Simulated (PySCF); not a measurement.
## SbH⁺: from constants to spectrum

UHF-CCSD(T) constants of SbH⁺, ²Π (doublet), unpaired electrons π ↑ (basis Sb def2-TZVPPD with ECP28, H def2-TZVPPD; scalar-relativistic core potentials; PySCF 2.14; masses 120.9038 and 1.0078 u):

```
ωe            : 2000.4 cm⁻¹
ωexe          : 33.6 cm⁻¹
Be            : 5.8276 cm⁻¹
αe            : 0.149 cm⁻¹
De to Sb⁺ + H : 2.74 eV
```

**Question.** What force constant and bond length do these constants imply?

**Answer.** Reduced mass μred = 0.99949 u; k = 5.8918×10⁻⁷·μred·ωe² (u, cm⁻¹, mdyn/Å) = 2.36 mdyn/Å; Re = √(16.8576/(μred·Be)) (u, cm⁻¹, Å) = 1.701 Å.

**Question.** Estimate the centrifugal constant D from the Kratzer relation and find the Dunham coefficient a1.

**Answer.** D = 4Be³/ωe² = 0.000198 cm⁻¹; a1 = −1 − αeωe/(6Be²) = -2.46.

Correlated steps freeze 4 core orbitals. Spin–orbit coupling is left out, which matters for elements this heavy, above all for dissociation energies. For an ion De counts to the pair picked by the measured ionisation energies or electron affinities, which need not be the lowest pair at this level. The state was picked by a PBE0 search and need not be the measured ground state.
